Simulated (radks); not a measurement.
Question: Charge is removed step by step from the 3p3/2 level of the thallium ion Tl51+, starting from [Ne] 3s2 3p(1/2: 2, 3/2: 4) 3d10 4s2. Code: a radial shooting solver on a logarithmic mesh with Libxc functionals. Model: Dirac Kohn-Sham, PBE, spin-unpolarised, spherical densities, finite nucleus; Fermi nuclear charge, rms radius 5.4759 fm. At the starting occupation the eigenvalue is -5514.8 eV. Estimate the energy to remove one whole electron from this level, the eigenvalue at the end, and how far E(n) bends from a straight line.

Answer: Delta-SCF 5578.5 eV; final eigenvalue -5642.2 eV; the deviation from the straight line is -15.921 eV at 0.5 electron removed, the largest on the grid computed. Slater's transition state (half an electron removed) gives 5578.4 eV. Integrating minus the eigenvalue over the occupation (Janak's theorem) gives 5578.5 eV. The mean slope of the eigenvalue, de/dn, is 127 eV per electron.
